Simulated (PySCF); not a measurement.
C4H5NSi, SMILES N#CC1=CC[SiH2]1.

Geometry optimised at ωB97X-D3(BJ)/def2-SVP. The structure was generated by enumeration, and PubChem lists no compound with its InChIKey, so it may never have been made.

These are HF/def2-TZVP (PySCF) values and carry that method's errors.

Gas-phase values at a fixed geometry.

Computed frontier levels, gap, dipole moment and polarisability:
| Item | Value |
|---|---|
| highest occupied level | -10.43 eV |
| lowest empty level | 2.23 eV |
| orbital gap | 12.66 eV |
| dipole moment | 5.12 D |
| quadrupole, principal values (traceless, Buckingham form, about the centre of nuclear charge) | -14.39, 4.37, 10.03 D·Å |
| mean static polarisability | 71.1 bohr³ (10.54 Å³) |
| polarisability, principal values | 50.7, 69.5, 93.2 bohr³ |
